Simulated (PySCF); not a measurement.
These are PBE-D3(BJ)/def2-TZVP // r2SCAN-D4/def2-SVP (PySCF 2.14.0) values and carry that method's errors. Gas-phase values, no solvent. 

Reference species: [Hf(Cl)4] (neutral, multiplicity 1).

- HOMO–LUMO gap: 5.29 eV
- mean distance from the central atom to its bonded neighbours: 2.333 Å
- coordination number: 4
- HOMO: -8.32 eV

Changed species: [Hf(H)4] (4 of 4 Cl replaced by H; the reference has 0 of 4 Cl replaced by H).

Question: Predict the effect on the HOMO–LUMO gap, mean distance from the central atom to its bonded neighbours, coordination number and HOMO.

Answer: the HOMO–LUMO gap falls by 1.24 eV, to 4.05 eV; the mean distance from the central atom to its bonded neighbours falls by 0.486 Å, to 1.847 Å; the coordination number hardly moves; the HOMO rises by 1.20 eV, to -7.12 eV.
